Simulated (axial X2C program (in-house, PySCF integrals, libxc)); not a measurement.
## PbSi: from the spin-free to the two-component result

Calculated with an in-house all-electron X2C program for linear molecules (integrals from PySCF). Spin-free means the one-electron spin-free X2C Hamiltonian; two-component (2c) means X2C with spin–orbit coupling and atomic mean-field two-electron Coulomb and Gaunt terms, so the difference of the two also holds small scalar two-electron terms. Basis: Pb dyall-v3z [12s14p10d6f], Si dyall-v3z [8s7p2d1f] (cores contracted in-house); Gaussian nuclei, density fitting, unrestricted open shells. Masses: Pb 207.977 u, Si 27.977 u.

Spin-free state: M_S = 1, Λ = 0 (beyond evenly filled blocks: π+α, π-α); fragments Pb + Si.

```json
{"level": "LDA", "Re (Å)": "2.580", "ωe (cm⁻¹)": "311.9", "De (eV)": "3.337", "μ (D)": "-1.22"}
{"level": "B97-3", "Re (Å)": "2.594", "ωe (cm⁻¹)": "315.4", "De (eV)": "2.609", "μ (D)": "-1.74"}
```

Dipoles are positive if Si is the positive end.

Two-component determinant lowest at the distance of the search:

Ω = 1 (⟨Sz⟩ = 0.66, ⟨Lz⟩ = 0.34 at LDA); fragments Pb + Si.

```json
{"level": "LDA", "Re (Å)": "2.524", "ωe (cm⁻¹)": "289.8", "De (eV)": "2.435", "μ (D)": "-1.04"}
{"level": "B97-3", "Re (Å)": "2.560", "ωe (cm⁻¹)": "288.7", "De (eV)": "1.715", "μ (D)": "-1.59"}
```

Problem. From the two tables, how do the constants change at the LDA level (2c against spin-free)?

Solution. At the LDA level Re decreases by 0.056 Å and ωe falls by 22.1 cm⁻¹; De is not compared, since the atomic limits differ or miss part of their spin–orbit lowering.

One determinant describes the state; a PBE0 search over occupations chose it and may have missed a lower one. De is counted from the lowest determinant-based energies of the atoms at the same level, without counterpoise correction. Density functionals use the spin component along the axis (collinear). In 2c an atomic determinant is not the ground J level, so De misses part of the atomic spin–orbit lowering. This holds for LDA, B97-3. PBE0 can misorder states that lie within some tenths of an eV, so this need not be the ground state of the molecule. The nearest other spin-free determinant of the search, M_S = 1, Λ = 1, lies 0.35 eV up at the distance of the search. The functionals have no current-density term, which raises determinants with orbital currents, atoms included. With several unpaired electrons one determinant need not be a pure state. Open-shell Ω = 0 determinants with evenly filled partner blocks cannot be reached by this program, so the Ω shown need not be the lowest component. At some level and bond length an empty orbital lies below a filled one. This is the Ω = 1 component of a π² triplet; the 0⁺ component is not one determinant and can lie lowest.
